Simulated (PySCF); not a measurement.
## From computed data to an observable: chemical shift, span and skew from a shielding tensor

C4H6ClF, SMILES F[C@@]1(C)C[C@H]1Cl. Atoms are numbered in the order given.

```xyz
12

C      2.0792    -0.8286    -0.3994
C      0.7029    -0.5404     0.1295
F      0.7369    -0.1111     1.4273
C     -0.5075    -1.3453    -0.2489
C     -0.3568     0.0770    -0.7409
Cl    -1.3920     1.3497    -0.0871
H      2.0357    -1.1438    -1.4520
H      2.7101     0.0711    -0.3279
H      2.5510    -1.6342     0.1851
H     -1.2360    -1.4996     0.5510
H     -0.4151    -2.1628    -0.9699
H     -0.1209     0.2482    -1.7943
```
Charge 0, spin multiplicity 1.

Geometry: B3LYP-D3(BJ)/def2-SVP. The structure was generated by enumeration; whether it is a known compound was not checked.

GIAO shieldings from PBE/pcSseg-1 run with PySCF, non-relativistic, no solvent. The symmetric part of the tensor of C1 has the principal values 136.0, 151.9, 183.2 ppm. The same nucleus in TMS has σ = 182.0 ppm at this level (PySCF, at its B3LYP-D3(BJ)/def2-TZVP geometry). Without spin–orbit terms, shifts of atoms bonded to Cl or Br come out too high.

**Question.** Work out the isotropic shielding, the ¹³C shift against TMS, the span and the skew.

**Answer.** 
σ(iso) = (σ11 + σ22 + σ33)/3 = 157.0 ppm. δ = σ(ref) − σ(iso) = 182.0 − (157.0) = 25.0 ppm.
Span Ω = σ33 − σ11 = 47.2 ppm. Skew κ = 3(σ(iso) − σ22)/Ω = 0.33. Tumbling in solution averages the tensor to δ; in a static solid the shielding alone would spread this spin-1/2 line over Ω.
